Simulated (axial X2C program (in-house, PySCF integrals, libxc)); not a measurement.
CuO: nuclear properties from DFT to coupled cluster

Calculated with an in-house all-electron X2C program for linear molecules (integrals from PySCF): two-component X2C with atomic mean-field Coulomb and Gaunt terms, Gaussian nuclei, basis Cu dyall-acv3z, O dyall-av3z with contracted cores.

R = 1.717 Å (near the PBE0 minimum at charge 0 of the determinant lowest at the starting distance; the state shown can have its own minimum elsewhere); state Ω = 3/2 (⟨Sz⟩ = 0.50, ⟨Lz⟩ = 1.00 at PBE0).

```csv
level,Eeff magnitude (GV/cm),Ws magnitude Cu (kHz),A∥/gI Cu (MHz),qzz Cu (a.u.),A∥/gI O (MHz),μ (D)
PBE0,0.146,0.0189,-48,0.58,197,-4.61
HF,0.0263,0.0231,-159,-1.10,236,-5.62
B3LYP,0.159,0.0225,-31.2,0.81,196,-4.46
```

Eeff is the effective electric field on the electron electric dipole moment in this Ω state and Ws the scalar–pseudoscalar constant of the nucleus named (defined with the proton number Z and per Ω); A∥ (defined per Ω) follows by multiplying with gI = μI/(I μN); qzz is the electric field gradient, eQq0 = 234.96 MHz × Q/barn × qzz; μ is positive if the O end (last atom) is positive. The operators were transformed with the bare-nucleus X2C matrices; with these basis sets, hyperfine constants and field gradients can be off by tens of per cent, and where levels differ in sign neither size nor sign is settled.

Finite-field MP2, CCSD and CCSD(T), with 25 electrons correlated in 130 natural virtual spinors (MP2 remainder added):

| level | Eeff magnitude (GV/cm) | Ws magnitude Cu (kHz) | A∥/gI Cu (MHz) | qzz Cu (a.u.) | A∥/gI O (MHz) | μ (D) |
| --- | --- | --- | --- | --- | --- | --- |
| MP2 | 0.148 | 0.0234 | -102 | 0.00 | 215 | -4.55 |
| CCSD | 0.0693 | 0.00477 | -46.8 | -0.27 | 208 | -4.93 |
| CCSD(T) | 0.113 | 0.0151 | -39.8 | -0.02 | 205 | -4.71 |

T1 = 0.027 (Lee–Taylor). One unrestricted determinant, the lowest of a limited PBE0 search, is the reference; the functionals treat spin collinearly. The sign of Eeff is opposite to CCSD(T) at HF. Eeff spreads by more than a factor of two over the levels. Correlation of the inner shells is missing, which matters for properties at the nucleus. Number of frozen shells: Cu 2 s, 1 p; O 1 s.

Q: By how much does correlation change each value, CCSD(T) against HF?

A: A∥/gI Cu -75 %; qzz Cu -98 %; A∥/gI O -13 %; μ -16 %.
